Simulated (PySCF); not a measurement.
**Correlation energy of Hf(2+) (hafnium, charge +2)**

[Xe] 4f14 5d1 6s1, high-spin 3D determinant (an excited configuration). Computed with PySCF 2.14 in def2-QZVPPD with the def2 core potential (60 electrons), with scalar relativity through the core potential. Frozen: nothing; 10 electrons correlated.

| level | correlation energy (mhartree) |
| --- | --- |
| CCSD | -234.44 |
| (T) | -5.27 |
| CCSD(T) | -239.71 |

Diagnostics: T1 = 0.027, D1 = 0.1184, largest double amplitude 0.026.

Spin-orbit coupling, absent here, splits the open shell strongly.

Cost of the coupled-cluster step: about 90 core-seconds, for 10 correlated electrons.

The basis has no tight functions for the innermost shells, so their pair energies are far from complete.

This basis was not built for core-valence correlation, so the inner-shell part is incomplete.
